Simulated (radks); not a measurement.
Results of a calculation; reference values are marked as such.
Task: Ionisation of the erbium ion Er15+, [Kr] 4d10 4f7, to Er16+, [Kr] 4d10 4f6, under several functionals. Dirac Kohn-Sham, spin-unpolarised, spherical densities, finite nucleus; open shells fill j = l - 1/2 first; a radial shooting solver on a logarithmic mesh with Libxc functionals. Known Delta-SCF values: LDA (Slater exchange, Perdew-Zunger correlation) 327.72 eV; revPBE 327.19 eV. What does exchange-only B88 give, and what is its highest occupied eigenvalue?

Result: 325.57 eV by Delta-SCF; the 4f7/2 eigenvalue is -308.28 eV. NIST: 345 eV (theoretical).

Beside tabulated values, note that spin-unpolarised runs miss the spin-polarisation part of the exchange energy of open shells.
